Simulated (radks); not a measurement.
The numbers below are computed, except where a source is named.
Q: Ionisation of the lead ion Pb58+, [Ar] 3d6, to Pb59+, [Ar] 3d5, under several functionals. Dirac Kohn-Sham, spin-unpolarised, spherical densities, point nucleus; open shells are shared between the two j in proportion to 2j + 1; a radial shooting solver on a logarithmic mesh with Libxc functionals. Known Delta-SCF values: BLYP 6065.9 eV; exchange-only PBE 6063.7 eV. What does PBE give, and what is its highest occupied eigenvalue?

A: 6065.8 eV by Delta-SCF; the 3d5/2 eigenvalue is -5941.0 eV. NIST: 6015 eV (theoretical).

Beside tabulated values, note that spin-unpolarised runs miss the spin-polarisation part of the exchange energy of open shells.
